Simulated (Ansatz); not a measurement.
Consider the substitution at a C–Sb bond: `[CH3][Sb]([NH2])[SiH3]` + `COC(=O)O` → `COC(=O)OC` + `[NH2][SbH][SiH3]`.

Isolated molecules relaxed with PBE0-D4/def2-TZVP in Ansatz; ΔE leaves out vibrations. CCSD(T)/CBS adds triple-zeta CCSD(T) − MP2 to the extrapolated MP2 energy (def2 sets, frozen cores). Functionals use def2-TZVPP. B3LYP here is the variant with VWN-RPA as its local correlation; programs differ in this. Elements past krypton have def2 core potentials. For Sb outer-core shells are correlated without core-valence functions, which leaves a few kJ/mol of doubt a bond. Each species was taken in one conformer, which may not be the lowest.

| level | ΔE (kcal/mol) | difference from CCSD(T)/CBS |
| --- | --- | --- |
| PBE-D4 | 16.4 | -1.3 |
| r2SCAN-D4 | 16.1 | -1.6 |
| PBE0-D4 | 16.3 | -1.4 |
| B3LYP-D4 | 15.4 | -2.3 |
| ωB97X-V | 14.8 | -2.9 |
| B2PLYP | 15.7 | -2.0 |
| PBE | 15.8 | -1.9 |
| PBE0 | 15.7 | -2.0 |
| B3LYP | 14.3 | -3.4 |
| HF/def2-TZVPP | 12.3 | -5.4 |
| SCS-MP2/def2-TZVPP | 16.9 | -0.8 |
| CCSD(T)/def2-TZVPP | 16.3 | -1.4 |
| MP2/def2-QZVPP | 19.5 | 1.8 |
| HF/CBS(def2) | 12.4 | -5.3 |
| MP2/CBS(def2) | 20.1 | 2.4 |
| CCSD/CBS(def2) | 17.3 | -0.4 |
| CCSD(T)/CBS | 17.7 | 0 |

Largest T1 diagnostic among the species: 0.014.

The D4 term adds +1.1 kcal/mol with B3LYP and +0.6 kcal/mol with PBE0; it sums over pairs of atoms, weighted by their polarisabilities, and B3LYP, whose exchange is more repulsive, gets the larger term. In def2-TZVPP, CCSD(T) changes the Hartree–Fock value by +4.0 kcal/mol (the triples alone add +0.4 kcal/mol) and MP2 by +6.4 kcal/mol.
